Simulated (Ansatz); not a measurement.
`F[CH2][AlH][F]` + H₂ → `F[CH2][AlH2]` + H–F at 400 K and 1 bar (hydrogenolysis of the Al–F bond).

Program: Ansatz. Geometries: PBE0-D4/def2-TZVP. ΔE: electronic, gas phase. CBS: MP2 limit from def2 TZ/QZ plus the TZ coupled-cluster correction, frozen cores. This one scheme is used for every species. One conformer a species, not always the lowest.

```csv
species,CCSD(T)/CBS energy (Eh),H − E (kJ/mol),S (J/(mol·K))
`F[CH2][AlH][F]`,-481.50843,126.0,343.0
H₂,-1.17544,38.0,139.0
`F[CH2][AlH2]`,-382.22364,133.0,315.9
H–F,-100.39570,36.5,182.2
```

H − E and S are ideal-gas, rigid-rotor, harmonic terms from PBE0-D4/def2-TZVP, for one conformer and one mirror image of each species. The MP2-based limit puts H₂ 0.8 mEh under its directly extrapolated value; such offsets cancel only in part. 1 Eh = 2625.50 kJ/mol, R = 8.31446 J/(mol·K).

Task: By hand: ΔE, ΔH, ΔS and ΔG.

Result: ΔE = (-382.22364) + (-100.39570) − (-481.50843) − (-1.17544) = 0.06453 Eh = 169.4 kJ/mol. Δ(H − E) = 133.0 + 36.5 − 126.0 − 38.0 = 5.5, so ΔH = 174.9 kJ/mol. ΔS = 315.9 + 182.2 − 343.0 − 139.0 = 16.1 J/(mol·K). ΔG = 174.9 − 400 × (16.1)/1000 = 168.5 kJ/mol.

Task: By hand: the equilibrium constant, and the temperature at which ΔG would vanish if ΔH and ΔS stayed fixed.

Result: log₁₀ K = −ΔG/(RT ln 10) = -22.0. ΔG = 0 at ΔH/ΔS = 10863 K, far beyond where these terms or the molecules hold.

ΔH outweighs TΔS. A doubt of 5 kJ/mol in ΔE shifts log₁₀ K by 0.7 here. Other conformers and mirror images would add mixing entropy, several J/(mol·K) or more a flexible species. These are equilibria of isolated gas molecules and say nothing of rates. Largest T1 diagnostic: 0.012 (customary marks: 0.02 for closed shells, 0.045 for open ones).
